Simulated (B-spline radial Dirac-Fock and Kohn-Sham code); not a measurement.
# X-ray form factors of iodine in several charge states

The computed values come from a radial atomic solver: relativistic Hartree-Fock (Dirac-Fock) wave functions, averaged over the configuration.

Configurations: I²⁷⁺ [Ar] 3d8; I²⁸⁺ [Ar] 3d7; I²⁹⁺ [Ar] 3d6. The first column is f₀ of I²⁷⁺, the others are differences from it.

```tsv
s (Å⁻¹)	I²⁷⁺	Δ I²⁸⁺	Δ I²⁹⁺
0	26.000	-1.000	-2.000
0.1	25.880	-0.991	-1.983
0.2	25.524	-0.966	-1.934
0.3	24.946	-0.926	-1.854
0.4	24.167	-0.872	-1.749
0.5	23.217	-0.807	-1.622
0.7	20.932	-0.657	-1.327
0.9	18.376	-0.499	-1.015
1.1	15.814	-0.353	-0.725
1.4	12.389	-0.182	-0.380
```
